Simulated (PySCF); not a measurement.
# A small calculation by hand: oscillator strength and radiative lifetime

Al(CF3)(F)(OH) (CHAlF₄O), SMILES [OH][Al]([F])[C](F)(F)F.

Geometry optimised at PBE0-D3(BJ)/def2-SVP. The values are those of a single conformer.

TDA-PBE0/def2-SVPD run with PySCF 2.14.0 puts the first singlet state with f over 0.02 at 7.48 eV (vertical), with the transition dipole (-0.005, 0.113, 0.739) in atomic units.

Find the oscillator strength, the wavelength and the radiative lifetime that this transition would have in vacuum if emission retraced absorption.


|μ|² = 0.5589 au, so |μ| = 1.90 D. ΔE = 7.48/27.211 = 0.2749 hartree. f = (2/3) ΔE |μ|² = 0.102 (the program prints 0.102).
λ = 1239.84/7.48 = 166 nm; ν = 60330 cm⁻¹.
Einstein's coefficient A = 0.6670 ν² f s⁻¹ (ν in cm⁻¹) = 2.5e8 s⁻¹, so τ = 1/A = 4.0 ns. This state is S2; the lower singlet has f = 0.010. The figure is the radiative limit of this one transition; relaxation, internal conversion, crossing to triplets and a medium change what is measured.
